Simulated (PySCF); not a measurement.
Computed spin Hamiltonian

Compound: C₆H₉FSi (charge +1 and doublet state).
Structure used (GFN2-xTB), in Å, numbered top down from 1:
```xyz
17
C6H9FSi angstrom
C      3.6157   -0.5014    1.0228
C      2.3706   -0.0807    0.4848
C      1.2949    0.2734    0.0364
Si    -0.2901    0.8282   -0.6523
C     -1.6302   -0.6421   -0.7670
C     -2.4580   -0.2840    0.4567
F     -2.2501   -1.1688    1.4707
C     -1.7268    1.0263    0.7089
H      4.2058    0.3693    1.3137
H      3.4579   -1.1389    1.8929
H      4.1758   -1.0581    0.2693
H     -0.3250    1.7986   -1.7340
H     -2.1777   -0.5630   -1.6996
H     -1.1242   -1.5964   -0.6548
H     -3.5373   -0.2134    0.3057
H     -2.3252    1.9028    0.4856
H     -1.2830    1.0603    1.6997
```

As a line formula: `C[C+]=[C][Si@H]1C[C@@H](F)C1` [radical] (charge +1).

Computed with UKS B3LYP, pcH-1 on C F H Si, non-relativistic, mean-field spin-orbit, GIAO (PySCF). Geometry: GFN2-xTB; no solvent, vibrations or thermal averaging. A GFN2-xTB geometry isn't a minimum of the functional, and hyperfine couplings can be far from their values at a DFT geometry, by a factor of two or more for some ions and for spin on atoms past the first row. Stability of the SCF solution: not tested.

- g1, g2, g3: 2.00245, 2.00398, 2.01090
- g_iso: 2.00578
- Form of g: rhombic: the two nearest values differ by 18 % of g3 − g1
- ⟨S²⟩: 0.7566 (exact 0.7500)
- α and β electrons: 34, 33
- Total energy: -623.03474 Eh

Isotropic coupling and dipolar principal values T1 to T3, in 10⁻⁴ cm⁻¹ (1 × 10⁻⁴ cm⁻¹ = 2.998 MHz):

```
atom  isotope  a_iso  of which spin–orbit     T1    T2    T3  Mulliken spin population
  C1      13C   -2.0                  0.0   -0.5  -0.2   0.7                     -0.01
  C2      13C    2.2                  0.0   -4.7  -4.2   8.9                      0.15
  C3      13C   -1.9                  0.1   -3.0  -1.5   4.5                      0.04
 Si4     29Si   17.8                  0.0  -16.1   6.9   9.2                      0.11
  C5      13C   40.0                  0.0  -10.6  -9.8  20.4                      0.32
  C6      13C   -4.4                  0.0   -1.1   0.2   0.9                     -0.02
  F7      19F   -2.4                  0.0   -1.2   0.1   1.1                      0.00
  C8      13C   40.0                  0.0  -10.3  -9.6  19.9                      0.31
  H9       1H    9.8                  0.0   -0.6  -0.3   0.9                      0.01
 H10       1H    0.1                  0.0   -0.4  -0.3   0.7                      0.00
 H11       1H   12.4                  0.0   -0.6  -0.3   0.9                      0.01
 H12       1H   -4.7                  0.0   -1.5  -0.6   2.1                     -0.01
 H13       1H   18.7                  0.0   -4.7  -1.3   6.0                      0.02
 H14       1H   21.2                  0.0   -4.8  -1.3   6.0                      0.02
 H15       1H   -0.7                  0.0   -1.4  -0.4   1.8                      0.00
 H16       1H   18.0                  0.0   -4.6  -1.2   5.9                      0.02
 H17       1H   22.0                  0.0   -4.6  -1.3   5.9                      0.02
```

The Mulliken spin populations are largest on C5 (+0.32), C8 (+0.31), C2 (+0.15) and Si4 (+0.11).

The SMILES `C[C+]=[C][Si@H]1C[C@@H](F)C1` draws the unpaired electron on C3, whose computed spin population is only +0.04.

Under fast tumbling the dipolar parts average out, and these isotropic splittings remain: 2 × 1H (H14/H17, I = 1/2, 3 lines) with 2.31 mT, 2 × 1H (H13/H16, I = 1/2, 3 lines) with 1.96 mT, 3 × 1H (H9/H10/H11, I = 1/2, 4 lines) with 0.80 mT, 1 × 1H (H12, I = 1/2, 2 lines) with 0.50 mT, 1 × 19F (F7, I = 1/2, 2 lines) with 0.25 mT and 1 × 1H (H15, I = 1/2, 2 lines) with 0.08 mT.

Means are taken over nuclei equivalent by connectivity, which assumes that they swap fast. The three 1H nuclei of mean +22.4 MHz run from 0.4 to 37.3 MHz in the frozen geometry.

The 13C coupling of C5/C8 (mean 119.9 MHz) shows only in satellite lines or after enrichment, since that isotope makes up about 1.07 % of natural carbon.

The 29Si coupling of Si4 (53.3 MHz) shows only in satellite lines or after enrichment, since that isotope makes up about 4.7 % of natural silicon.
